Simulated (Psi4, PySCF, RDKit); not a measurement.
Torsional profile of C9H13N, SMILES CC(C)c1cccc(N)c1. Scanned: dihedral C7–C8–N9–H21; all other coordinates were relaxed at GFN2-xTB. Heavy atoms are numbered in the order of the SMILES CC(C)c1cccc(N)c1, hydrogens after them in the order of the atoms that carry them; the mirror image has the same energies with the sign of each dihedral reversed.

Computed with: MMFF94 // GFN2-xTB (RDKit); RKS-LDA (SVWN5)/6-31G* = restricted LDA (SVWN5)/6-31G*, spherical d, density fitting // GFN2-xTB (PySCF); UFF // GFN2-xTB (RDKit); PBE-D3(BJ)/def2-SVP // GFN2-xTB (Psi4).

Energies relative to the lowest point of each profile, in kJ/mol:

```json
[
 {"φ / °": "-165", "MMFF94": "0.7", "RKS-LDA (SVWN5)/6-31G*": "0.0", "UFF": "8.9"},
 {"φ / °": "-150", "MMFF94": "1.4", "RKS-LDA (SVWN5)/6-31G*": "0.4", "UFF": "14.1"},
 {"φ / °": "-135", "MMFF94": "4.6", "RKS-LDA (SVWN5)/6-31G*": "3.7", "UFF": "21.1"},
 {"φ / °": "-120", "MMFF94": "8.6", "RKS-LDA (SVWN5)/6-31G*": "9.3", "UFF": "29.4"},
 {"φ / °": "-105", "MMFF94": "12.1", "RKS-LDA (SVWN5)/6-31G*": "16.2", "UFF": "37.7"},
 {"φ / °": "-75", "MMFF94": "17.1", "RKS-LDA (SVWN5)/6-31G*": "15.3", "UFF": "37.9"},
 {"φ / °": "-60", "MMFF94": "8.9", "RKS-LDA (SVWN5)/6-31G*": "8.3", "UFF": "29.2"},
 {"φ / °": "-30", "MMFF94": "0.0", "RKS-LDA (SVWN5)/6-31G*": "0.2", "UFF": "13.1"},
 {"φ / °": "15", "MMFF94": "1.9", "RKS-LDA (SVWN5)/6-31G*": "0.2", "UFF": "7.4"},
 {"φ / °": "45", "MMFF94": "2.3", "RKS-LDA (SVWN5)/6-31G*": "3.0", "UFF": "20.4"},
 {"φ / °": "150", "MMFF94": "1.3", "RKS-LDA (SVWN5)/6-31G*": "0.4", "UFF": "14.0"},
 {"φ / °": "165", "MMFF94": "0.7", "RKS-LDA (SVWN5)/6-31G*": "0.0", "UFF": "8.8"}
]
```

What does PBE-D3(BJ)/def2-SVP give at the same points?

-165: 0.0; -150: 0.4; -135: 3.6; -120: 9.1; -105: 16.0; -75: 15.1; -60: 8.2; -30: 0.1; 15: 0.2; 45: 2.9; 150: 0.3; 165: 0.0 (kJ/mol).
